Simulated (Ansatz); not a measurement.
Isomers of Pd₃H₂⁻ (doublet), relaxed with PBE-D4/def2-TZVPD; total energies from Ansatz at PBE0-D4/def2-TZVPD.

| isomer | description | energy (Eh) |
| --- | --- | --- |
| A | point group not assigned; 3 × Pd–Pd 2.51 to 2.63 Å; 2 × H–Pd 1.57 Å | -384.91705 |
| B | point group Cs; 2 × Pd–Pd 2.52 to 2.57 Å; 3 × H–Pd 1.61 to 1.81 Å | -384.94869 |

In the def2 sets Pd takes a core potential; there is no spin–orbit coupling.

The isomers come from a short search, and lower ones may exist.

Q: Work out the relative energies (1 Eh = 2625.5 kJ/mol) and the Boltzmann populations at 1200 K from electronic energies alone (R = 8.314 J/mol/K).

A: ΔE: A 83.1, B 0.0 kJ/mol. RT = 9.98 kJ/mol. Factors exp(−ΔE/RT): A 0.000242, B 1; sum 1.000. Populations: A 0.0 %, B 100.0 %. Zero-point energy, vibrational entropy and symmetry numbers are left out and can shift these; an error of 4 kJ/mol changes a ratio by a factor of 1.5. Over the other density-functional and correlated levels in def2 sets, the gap between B and A ranges from 67 to 92 kJ/mol.
